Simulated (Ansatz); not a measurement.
(KNH2)4 ring (K₄N₄H₈). Charge 0, multiplicity 1. Geometry PBE0-D4/def2-SVP, basis def2-TZVP, Ansatz.

Cartesian coordinates in Å:
```
K 2.663 -1.217 -1.357
K 1.059 -0.973 2.922
K -2.648 1.257 1.366
K -1.052 0.984 -2.917
N 3.051 -1.557 1.256
N -1.381 0.007 3.347
N -2.834 1.962 -1.195
N 1.165 -0.406 -3.405
H 3.893 -1.038 1.541
H 3.356 -2.526 1.424
H -1.353 0.627 4.168
H -1.984 -0.750 3.697
H -2.836 2.989 -1.267
H -3.780 1.744 -1.538
H 0.924 -1.224 -3.982
H 1.755 0.124 -4.061
```

```csv
run,HOMO (eV),LUMO (eV)
A,-4.33,-0.36
B,-3.00,-1.21
C,-2.89,-1.16
D,-3.10,-0.68
E,-4.20,-0.66
```

Another isomer (singlet) lies 1.07 eV lower at PBE0-D4/def2-TZVP; other spin states weren't run for this one.

Task: The runs used BLYP, PBE, PBE0, r2SCAN, r2SCAN0. Estimate which is which.

Result: A r2SCAN0 (25 % exact exchange); B PBE (0 % exact exchange); C BLYP (0 % exact exchange); D r2SCAN (0 % exact exchange); E PBE0 (25 % exact exchange). Exact exchange lowers occupied and raises empty levels; among semilocal functionals meta-GGAs tend to open the gap a little, and such runs are hard to tell apart. The gap grows from 1.73 eV (BLYP) to 3.97 eV (r2SCAN0).
